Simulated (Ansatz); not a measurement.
`CC(=O)[SiH2][SiH3]` at its PBE0-D4/def2-TZVP geometry, where that method's forces vanish. Total charge 0; spin multiplicity 1.

```
atom   x (Å)   y (Å)   z (Å)
  C1  -2.139   0.071  -0.269
  C2  -0.829   0.284  -0.973
  O3  -0.677   0.029  -2.144
 Si4   0.696   0.937   0.032
 Si5   1.950  -0.925   0.691
  H6  -2.515   1.031   0.099
  H7  -1.990  -0.563   0.612
  H8  -2.867  -0.383  -0.942
  H9   0.252   1.692   1.239
 H10   1.479   1.831  -0.858
 H11   2.396  -1.686  -0.505
 H12   1.103  -1.810   1.538
 H13   3.139  -0.508   1.480
```

(1) For each bond, give half the difference of the two atoms' forces along it (eV/Å; positive pushes the atoms apart) under PBE-D4, r2SCAN-D4, B3LYP-D4, ωB97M-V in def2-TZVPP. (Best estimate.)

Results:

(1) Computed: 
```
   bond  length (Å)  PBE-D4  r2SCAN-D4  B3LYP-D4  ωB97M-V
  C1–C2       1.502   -0.18       0.00      0.10     0.15
  C1–H6       1.095    0.10      -0.02     -0.05    -0.08
  C1–H7       1.095    0.10      -0.02     -0.06    -0.07
  C1–H8       1.091    0.11      -0.04     -0.07    -0.09
  C2–O3       1.208    0.94       0.40      0.28     0.18
 C2–Si4       1.939   -0.15      -0.07     -0.06    -0.09
Si4–Si5       2.340   -0.08       0.01      0.12     0.06
 Si4–H9       1.491    0.06      -0.03     -0.09    -0.09
Si4–H10       1.484    0.10      -0.02     -0.10    -0.13
Si5–H11       1.486    0.10      -0.01     -0.07    -0.11
Si5–H12       1.489    0.09      -0.02     -0.07    -0.09
Si5–H13       1.487    0.09      -0.02     -0.07    -0.10
```

B3LYP here is the variant with VWN-RPA as its local correlation; programs differ in this.
